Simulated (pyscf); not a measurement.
# `[NH2][V](=[O])([Cl])[Cl]`, singlet

Gas-phase minimum from PySCF at ωB97X-D3(BJ)/def2-SVP, one conformer. 

SMILES: [NH2][V](=[O])([Cl])[Cl]
```xyz
7

N     -0.6818     0.4813    -1.5373
V      0.3531     0.5485    -0.0963
O      1.5473     1.3895    -0.5309
Cl    -0.7094     1.5193     1.5109
Cl     0.9839    -1.4455     0.4336
H     -1.5652    -0.0290    -1.5260
H     -0.4879     0.9211    -2.4339
```
Charge 0, spin multiplicity 1.

Bonds (Å): N1–V2 1.775, N1–H6 1.020, N1–H7 1.017, V2–O3 1.524, V2–Cl4 2.157, V2–Cl5 2.157. Angles (°): V2–N1–H6 121.0, V2–N1–H7 126.0, H6–N1–H7 113.0, N1–V2–O3 104.3, N1–V2–Cl4 109.5, N1–V2–Cl5 109.6, O3–V2–Cl4 110.5, O3–V2–Cl5 110.6, Cl4–V2–Cl5 112.1.

Properties at ωB97X-D3(BJ)/def2-SVP:

```
Quantity                                                                                                                                                                                           Result
---------------------------------------------------------------------------------------------------------------------  ----------------------------------------------------------------------------------
Harmonic wavenumbers, unscaled                                                                                         131, 176, 187, 240, 292, 436, 442, 515, 577, 641, 820, 1228, 1494, 3568, 3692 cm⁻¹
Zero-point energy                                                                                                                                                                           20.6 kcal/mol
Rotational symmetry number                                                                                                                                                                              1
Entropy of this conformer at 298 K and 1 atm, rigid rotor and harmonic oscillator, modes under 100 cm⁻¹ raised to 100                                                                     348.9 J/(mol K)
Dipole moment                                                                                                                                                                                      3.84 D
```

Single-point totals, which compare only within one level:

```json
[
 {"level": "ωB97X-D3(BJ)/def2-TZVP", "total energy (hartree)": "-1995.84737"},
 {"level": "PBE/def2-TZVP", "total energy (hartree)": "-1995.15721"},
 {"level": "r²SCAN/def2-TZVP", "total energy (hartree)": "-1995.73279"},
 {"level": "B3LYP-D3(BJ)/def2-TZVP", "total energy (hartree)": "-1995.91657"},
 {"level": "PBE0-D3(BJ)/def2-TZVP", "total energy (hartree)": "-1995.19696"},
 {"level": "M06-2X/def2-TZVP", "total energy (hartree)": "-1995.67300"},
 {"level": "ωB97M-D3(BJ)/def2-TZVP", "total energy (hartree)": "-1995.99082"}
]
```

Soft torsions are taken as harmonic, which can shift the entropy by several J/(mol K).
